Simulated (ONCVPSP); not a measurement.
**Ranking ONCV potentials for dysprosium**

All share these settings but for the change named:

* Element: dysprosium
* Generator: ONCVPSP 4.0.1
* Type: optimised norm-conserving Vanderbilt (ONCV)
* Functional: LDA (Perdew-Wang 92)
* Relativity: scalar-relativistic
* Frozen core: [Kr] 4d10 4f9
* Valence charge: 11
* Reference configuration: 5s2 5p6 5d1 6s0.5 (charge +1.5)
* Partial waves: 5s+6s: rc 1.90 bohr, ncon 4, nbas 8, qcut 7.2 1/bohr, 2 projectors; 5p: rc 2.40 bohr, ncon 4, nbas 9, qcut 7.1 1/bohr, 2 projectors, debl 0.9 Ha; 5d: rc 3.30 bohr, ncon 5, nbas 9, qcut 5.8 1/bohr, 1 projector
* Local potential: polynomial inside 1.65 bohr (lpopt 5, dvloc0 1 Ha)
* Core correction: Teter function, fcfact 3.5, rcfact 1.55

In the p channel the program set the typed energies aside and used -1.427, 0.250 Ha.

Cutoff: the first of the cutoffs (Ha) at which the residual kinetic energy of the hardest occupied pseudo-wave falls to 1 and 0.1 mHa per electron; the density cutoff is not measured.

The base gives 17 Ha.

Of 10 variants that were run, those that failed, showed a ghost or another fault, or gave nearly equal values are left out.

A variant can come out equal or close to the base.

Q: Rank these variants from softest to hardest (loose cutoff).
A. all radii but the core radius scaled by about 1.03 (s 1.96, p 2.48, d 3.40 bohr); local potential polynomial inside 1.70 bohr (lpopt 5, dvloc0 1 Ha)
B. all radii but the core radius scaled by about 1.21 (s 2.30, p 2.90, d 3.98 bohr); local potential polynomial inside 2.00 bohr (lpopt 5, dvloc0 1 Ha)
C. all radii but the core radius scaled by about 0.90 (s 1.72, p 2.16, d 2.98 bohr); local potential polynomial inside 1.48 bohr (lpopt 5, dvloc0 1 Ha)

A: B (13 Ha), A (16 Ha), C (19 Ha).
